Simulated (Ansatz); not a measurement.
The multiplicity is imposed and other spin states were not computed.

Species: [Cd(OCH3)(SH)] (charge 0, multiplicity 1).

Problem. Give a relaxed geometry from r2SCAN-D4/def2-SVP run with Ansatz (a program for electronic structure).

Solution. Several could match; the one computed here: the end point of this relaxation, one of several conformers.
Cartesian coordinates (Å) in one orientation:
```xyz
8

Cd    -0.411    -0.104    -0.227
O     -0.231    -1.650     0.986
C     -1.025    -1.814     2.128
H     -0.897    -1.009     2.883
H     -0.736    -2.761     2.624
H     -2.112    -1.888     1.912
S     -0.514     1.633    -1.780
H      0.300     2.431    -1.050
```
